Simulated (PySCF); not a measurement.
Iron: a sound run and one with changed settings

Sound run: Fe [Ar] 3d6 4s2, Fe⁺ [Ar] 3d6 4s1. Computed with PySCF 2.14 in Sapporo-DKH3-DZP-2012 (6s4p3d1f, 40 functions), with scalar relativity by spin-free X2C-1e. In the sound run the correlated levels freeze [Ar]. The sound run starts from symmetry-adapted Hartree-Fock orbitals and uses a fine grid where one is needed.

Changed run: basis STO-3G, all-electron and non-relativistic. This setting is unsound on purpose.

```tsv
species	method	sound run (hartree)	changed run (hartree)	converged
Fe	UHF	-1271.31688	-1248.75843	yes
Fe	MN15	-1273.31154	-1247.92643	yes
Fe	M06-2X	-1272.60472	-1249.72189	yes
Fe	MP2	-1271.46603	-1248.77859	yes
Fe⁺	UHF	-1271.07925	-1248.57315	yes
Fe⁺	MN15	-1273.01546	-1247.70291	yes
Fe⁺	M06-2X	-1272.29818	-1249.46898	yes
Fe⁺	MP2	-1271.19314	-1248.57347	yes
```

Ionisation energy of Fe:

```csv
method,sound run (eV),changed run (eV)
UHF,6.466,5.042
MN15,8.057,6.082
M06-2X,8.341,6.882
MP2,7.426,5.582
SCS-MP2,7.583,5.689
```

A minimal basis cannot let orbitals breathe on ionisation and holds almost no correlation. The Hamiltonian changed with the basis, so the totals do not compare.

For comparison, NIST gives 7.902 eV between the lowest levels.
